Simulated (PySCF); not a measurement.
Cl³⁺ (chlorine, charge +3) across methods

[Ne] 3s2 3p2, high-spin 3P determinant. Computed with PySCF 2.14 in dyall-av2z (13s9p2d, 50 functions), with no relativity, point nucleus.

| method | E (hartree) | mean ε 3s α (eV) | mean ε 3s β (eV) | mean ε 3p α (eV) | Σ⟨r²⟩ (bohr²) | ⟨S²⟩ |
| --- | --- | --- | --- | --- | --- | --- |
| B3LYP | -457.3527 | -61.750 | -58.263 | -47.645 | 11.55 | 2.002 |
| LDA | -455.8310 | -59.652 | -56.969 | -46.099 | 11.55 | 2.001 |
| PBE | -457.1518 | -59.764 | -56.791 | -46.228 | 11.54 | 2.002 |
| r2SCAN | -457.2988 | -60.683 | -56.925 | -46.813 | 11.55 | 2.005 |
| PBE0 | -457.1871 | -62.365 | -58.385 | -48.107 | 11.54 | 2.003 |
| r2SCANh | -457.2993 | -61.601 | -57.531 | -47.491 | 11.55 | 2.005 |
| UHF | -456.77974 | -69.279 | -61.632 | -52.946 | 11.63 | 2.008 |
| revPBE | -457.2636 | -59.769 | -56.705 | -46.241 | 11.54 | 2.002 |
| BP86 | -457.3721 | -59.789 | -56.978 | -46.236 | 11.51 | 2.002 |
